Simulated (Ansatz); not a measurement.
Program: Ansatz. Geometries: PBE0-D4/def2-TZVP. ΔE: electronic, gas phase. CCSD(T)/CBS adds triple-zeta CCSD(T) − MP2 to the extrapolated MP2 energy (def2 sets, frozen cores). DFT in def2-TZVPP. B3LYP here is the variant with VWN-RPA as its local correlation; programs differ in this. For Ge outer-core shells are correlated without core-valence functions, which leaves a few kJ/mol of doubt a bond. Scalar relativity is left out up to krypton. Each species was taken in one conformer, which may not be the lowest.

Consider the formal exchange of groups at a B–C bond: `C=CB[SiH2][SiH3]` + `C#[C][GeH3]` → `[SiH3][SiH2][BH][GeH3]` + `C#CC=C`.

```csv
level,ΔE (eV)
B3LYP,0.47
SCS-MP2/def2-QZVPP,0.61
```

(1) What does CCSD(T)/CBS give? (Estimate.)

Largest T1 diagnostic among the species: 0.014.

## Answers

(1) The calculation gave: +0.50 eV. The listed levels differ from it by -0.03, 0.11 eV.

In def2-TZVPP, CCSD(T) changes the Hartree–Fock value by −0.13 eV (the triples alone add −0.01 eV) and MP2 by −0.09 eV. From PBE to PBE0 (25 % exact exchange), in def2-TZVPP and without D4, ΔE moves by +0.06 eV.
